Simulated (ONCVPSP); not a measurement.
Transferability test, ONCV potential for germanium (Ge)

```
Element                 : Ge
Generator               : ONCVPSP 4.0.1
Type                    : optimised norm-conserving Vanderbilt (ONCV)
Functional              : PBEsol
Relativity              : fully relativistic
Frozen core             : [Ar] 3d10
Valence charge          : 4
Reference configuration : 4s2 4p2
Partial waves           : 4s: rc 1.70 bohr, ncon 4, nbas 8, qcut 4.5 1/bohr, 2 projectors, debl 1.9 Ha; 4p: rc 1.90 bohr, ncon 3, nbas 6, qcut 3.4 1/bohr, 2 projectors, debl 2.6 Ha
Local potential         : polynomial inside 1.15 bohr (lpopt 5, dvloc0 0 Ha)
Core correction         : Teter function fitted to the true core (icmod 2), fcfact 0.65
```

Open shells are filled in proportion to 2j + 1.

Energies are relative to the spin-unpolarised reference configuration 4s2 4p2; without spin polarisation the order of configurations can differ from experiment.

```tsv
valence configuration	charge	ΔE all-electron (eV)	error AE − PS (meV)
4s2 4p1	+1	7.455	+0.4
4s1 4p0	+3	57.697	-171
```

**Question.** What are ΔE and the potential's error for 4s0 4p4?

**Answer.** ΔE = 16.206 eV all-electron; the error (AE − PS) is -33 meV.

**Question.** What are ΔE and the potential's error for 4s2 4p0?

**Answer.** ΔE = 22.908 eV all-electron; the error (AE − PS) is -6.8 meV.

Note: no bound ghost flagged; GHOST(+) flagged for s at 44.1 eV, p3/2 at 152.9 eV, p1/2 at 155.1 eV.
